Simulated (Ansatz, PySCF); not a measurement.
Molecule: H2Te2, net charge 0, singlet state. 
Coordinates optimised at B3LYP-D3(BJ)/def2-TZVP (Ansatz, a program for electronic structure):
SMILES: [TeH][TeH]
```xyz
4

Te    -0.0136     0.0157    -1.3655
Te    -0.0251     0.0059     1.3654
H      1.5837     0.4689    -1.5191
H      0.4290    -1.5908     1.5235
```

Total electronic energies in hartree. Cores are frozen in the correlated levels unless marked. Spin-orbit coupling is left out. The frozen core is the preceding noble-gas configuration, with the filled d and f shells of earlier blocks. Past Kr the def2 sets carry scalar-relativistic core potentials. Basis-set limits of correlation are two-point, X^-3; Hartree-Fock from the larger set. [CCSD(T)-MP2]/basis is that difference in the basis named.

```tsv
level	program	energy (Eh)
PBE/def2-TZVPD	Ansatz	-537.25044
revPBE-D4/def2-TZVPD	Ansatz + dftd4	-537.36663
BP86-D3(BJ)/def2-TZVPD	PySCF + dftd3	-537.54383
TPSSh-D4/def2-TZVPD	PySCF + dftd4	-537.10605
r2SCAN0-D4/def2-TZVPD	Ansatz + dftd4	-537.41814
M06-2X/def2-TZVPD	PySCF	-537.09223
MN15/def2-TZVPD	PySCF	-536.00022
LC-wPBE-D3(BJ)/def2-TZVPD	Ansatz + dftd3	-537.33592
B2GP-PLYP-D4/def2-TZVPD	Ansatz + dftd4	-536.55331
B2PLYP-D3(BJ)/def2-TZVPD	Ansatz + dftd3	-536.71081
RPA@PBE/def2-QZVPP	Ansatz	-535.71585
MP2/def2-QZVPPD	Ansatz	-535.49053
CCSD/def2-QZVPPD	Ansatz	-535.52214
RI-MP2/CBS(def2-TZVPP,def2-QZVPP)+[CCSD(T)-MP2]/def2-QZVPP	Ansatz	-535.5608
CCSD(T)/CBS(def2-TZVPPD,def2-QZVPPD)	Ansatz	-535.5593
```

Totals of different functionals don't rank their quality; only differences between species are comparable.
